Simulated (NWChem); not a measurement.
Molecule: C$_{5}$H$_{4}$N, doublet; SMILES [c]1ccncc1

```xyz
10

C      0.0000     0.0000     1.4043
C      1.2172     0.0000     0.7508
C      1.1483     0.0000    -0.6660
N      0.0000     0.0000    -1.3513
C     -1.1483     0.0000    -0.6660
C     -1.2172     0.0000     0.7508
H      2.1927     0.0000     1.2620
H      2.0846     0.0000    -1.2545
H     -2.0846     0.0000    -1.2545
H     -2.1927     0.0000     1.2620
```
Atoms are numbered in this order, from 1.

Results from NWChem. Pople sets run with spherical d functions. Spin-unrestricted. Medium grid unless said otherwise, to which SCAN and Minnesota functionals are sensitive. In the optimisation the excess spin sits in a1 (C2v, its own frame). The geometry was optimised at PBE-D3(BJ)/def2-SVP, spin-unrestricted. Not confirmed as a minimum by frequencies. No stability test was run on the SCF state. B3LYP is NWChem's, with the RPA form of VWN correlation. Total energies of different functionals are on different scales.

| level | energy (Ha) | highest occupied level (eV) | lowest empty minus highest occupied level, either spin (eV) | dipole (D) | <S²> |
|---|---|---|---|---|---|
| B3LYP/6-31G* | -247.5923 | -6.41 | 3.86 | 1.14 | 0.757 |
| PBE/6-31G* | -247.2832 | -5.17 | 1.87 | 0.93 | 0.755 |
| RPBE/6-31G* | -247.6199 | -5.15 | 1.97 | 0.95 | 0.756 |
| CAM-B3LYP/6-31G* | -247.4508 | -8.08 | 7.03 | 1.23 | 0.759 |
| PW6B95/6-31G* | -247.9120 | -6.78 | 4.43 | 1.14 | 0.758 |
| SCAN/6-31G* | -247.4799 | -5.67 | 2.98 | 1.18 | 0.801 |
